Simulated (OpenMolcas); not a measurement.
# Xe3+: from RASSCF to RASPT2

```
Program             : OpenMolcas
Basis               : ANO-R2 [7s6p4d2f1g]
Scalar Hamiltonian  : X2C, finite nucleus
Active space        : 5 electrons in 9 orbitals (RAS2 5s 5p; RAS3 5d, at most 2 electrons)
State averaging     : 2S+1 = 4 odd, 1 root; 2S+1 = 2 odd, 11 roots; 2S+1 = 4 even, 3 roots; 2S+1 = 2 even, 9 roots
Spin-orbit coupling : state interaction with AMFI integrals over the reference wave functions, term energies averaged over their components
```

Methods on the same reference wave functions:
A. RASSCF
B. SS-RASPT2, IPEA 0.25 Eh, imaginary shift 0.1 Eh (closed shells correlated: 4d)
C. MS-RASPT2, IPEA 0.25 Eh, imaginary shift 0.1 Eh (closed shells correlated: 4d)

Energies in cm⁻¹ above 5s² 5p³ ⁴S°_3/2, the measured ground level; measured values from Saloman, J. Phys. Chem. Ref. Data 33, 765 (2004).

```
          Level       A       B       C  Measured
5s² 5p³ ⁴S°_3/2     0.0     0.0     0.0       0.0
5s² 5p³ ²D°_3/2   16829   13710   13710     13267
5s² 5p³ ²D°_5/2   20755   17340   17380     17511
5s² 5p³ ²P°_1/2   31461   28660   28460     28036
5s² 5p³ ²P°_3/2   37331   34530   34470     35650
  5s 5p⁴ ⁴P_5/2   96892   99870   99900     99664
  5s 5p⁴ ⁴P_3/2  103317  106340  106370    106923
  5s 5p⁴ ⁴P_1/2  105684  108560  108590    109254
```

Deviations, from unrounded energies. A percentage is the sum of absolute deviations over the sum of measured energies, with the sign that they share, or ± where signs differ.

```json
{"Against measurement": "mean absolute deviation (cm-1)", "Levels": "7", "A": "3100", "B": "550", "C": "520"}
{"Against measurement": "other terms of the ground configuration (%)", "Levels": "4", "A": "+12.6", "B": "±2.5", "C": "±2.3"}
{"Against measurement": "other configurations (%)", "Levels": "3", "A": "-3.1", "B": "±0.5", "C": "±0.5"}
```

B, C lie about equally close to measurement and A furthest from it. The largest miss of C in the table is 5s² 5p³ ²P°_3/2, by -1200 cm-1. The ranking rests on the paired levels alone, and a cruder setting can come out closer through cancelling errors.

Between B and C the level of the table that moves most is 5s² 5p³ ²P°_1/2, by 200 cm-1 (lowest in C, highest in B). Moves below CASPT2's spread within the term are not significant.

From A to B the spin-free energies of the other terms of 5s² 5p³ shown, above ⁴S°, scale by factors of 0.80 to 0.89.

The lowest spin-free term lies below A's lowest term by 0.481 hartree in B, 0.481 hartree in C.

Term energies are means over components that CASPT2 splits; among the terms shown or strongly mixed into the levels shown the widest spread is 26 cm-1 (5s² 5p³ ²D°, C). The run also gave levels led by 5s² 5p² 5d, which use shells meant for correlation; these and all levels above them are left out. Some terms mix strongly with configurations of 5d, whose occupation reaches 0.28 (5s 5p⁴ ²D). Computed and measured levels are paired by configuration, term and J; levels that our copy of the source lacks, or whose pairing is in doubt (as where it misses far off the trend of its configuration), stay unpaired and out of the deviations. Levels of configurations outside the active space are missing. The table leaves out levels that lie high or whose names do not pair safely across all columns.

° marks odd parity.
